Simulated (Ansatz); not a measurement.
The first iterations of a band of Cl2H4O3Ti (10 atoms, charge 0, multiplicity 1).

All numbers below come from RHF/def2-SVP (Ansatz).

| Property | Result |
| --- | --- |
| movable images | 4 |
| climbing image | no |
| spring | 5.0 eV/Å² |
| optimiser | quadratic models (default) |
| start path | through a guess of the saddle point |
| force threshold | 0.03 eV/Å |
| iteration limit | 60 |
| end points | relaxed |

First end point:

```xyz
10
Properties=species:S:1:pos:R:3
Ti -0.090 0.072 0.250
Cl -0.444 -0.257 2.492
Cl 1.905 -0.442 -0.757
O -1.001 1.373 -0.479
H -1.769 1.300 -1.027
O -0.983 -1.299 -0.324
H -1.038 -2.242 -0.314
O 1.221 1.719 1.105
H 2.121 1.717 0.804
H 1.212 1.801 2.050
```

Last end point:

```xyz
10
Properties=species:S:1:pos:R:3
Ti 0.228 0.369 -0.483
Cl 0.138 -0.583 3.538
Cl 1.856 -0.448 -1.795
O -0.778 1.451 -1.415
H -1.609 1.600 -1.836
O -0.705 -0.929 0.205
H -0.864 -1.380 1.023
O 0.966 1.261 0.874
H 1.283 2.144 0.990
H 0.620 0.257 2.699
```

| iteration | highest image above the first end (eV) | largest band force component (eV/Å) |
| --- | --- | --- |
| 1 | 4.988 | 25.593 |
| 2 | 2.723 | 3.774 |
| 3 | 1.618 | 1.078 |
| 4 | 1.114 | 1.382 |
| 5 | 1.038 | 0.595 |
| 6 | 1.019 | 0.747 |
| 7 | 1.023 | 0.451 |
| 8 | 0.977 | 0.263 |
| 9 | 0.960 | 0.211 |
| 10 | 0.908 | 0.193 |
| 11 | 0.878 | 0.182 |
| 12 | 0.854 | 0.132 |
| 13 | 0.831 | 0.109 |
| 14 | 0.807 | 0.141 |
| 15 | 0.800 | 0.130 |
| 16 | 0.792 | 0.108 |

Problem. Does the band converge within its limit, and where does its top end?

Solution. It converged. It ended after 50 iterations with the highest image 0.632 eV above the first end. No image climbed, so the highest image needn't sit at the top of the path. A band with more images between the same ends climbed to 1.13 eV, so this one has probably stepped over the top. The orbitals stay closed-shell, which can raise the energy where a bond breaks towards radicals; this wasn't checked here.

Run time: 2.5 min on 4 threads of AMD EPYC 9R45 96-Core Processor (Zen 5), on a shared host, peak memory 0.36 GiB.
